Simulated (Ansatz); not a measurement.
## Worked example: C3H7FO + SiH(SiH3)F → C3H7O + SiH(SiH3)F2

Species: C3H7FO (2-fluoroethyl methyl ether) `COCCF`, singlet; SiH(SiH3)F, doublet; C3H7O `[CH2]COC`, doublet; SiH(SiH3)F2, singlet. A radical takes F: the energy is the difference in strength between the C–F bond broken and the Si–F bond made.

Shapes, held fixed at every level: PBE0-D4/def2-TZVP. Flexible molecules stand in one conformer, not always the lowest. Programs: Ansatz 0.2.0. The zero-point and thermal change to 298 K, harmonic and unscaled (PBE0-D4/def2-TZVP), is -9.5 kJ/mol.

At CCSD(T)/CBS estimate; 1 Eh = 2625.50 kJ/mol:

```
    species  energy (Eh)
     C3H7FO  -293.306276
 SiH(SiH3)F  -680.347364
      C3H7O  -193.451681
SiH(SiH3)F2  -780.269197
```

Q: Work out ΔH(298 K) of the reaction at this level.

A: 
1. Products less reactants: (-193.451681) + (-780.269197) − [(-293.306276) + (-680.347364)] = -0.067238 Eh = -176.5 kJ/mol.
2. With the thermal change: -176.5 + (-9.5) = -186.0 kJ/mol.

Other levels give -190.0 (BHLYP-D4/def2-TZVPP) to -157.9 kJ/mol (MP2/def2-SVP). No measured value is set beside it here. Open shells run unrestricted. The CBS estimate extrapolates MP2 from def2-TZVPP and def2-QZVPP and adds CCSD(T) − MP2 in the triple-zeta set, cores frozen.
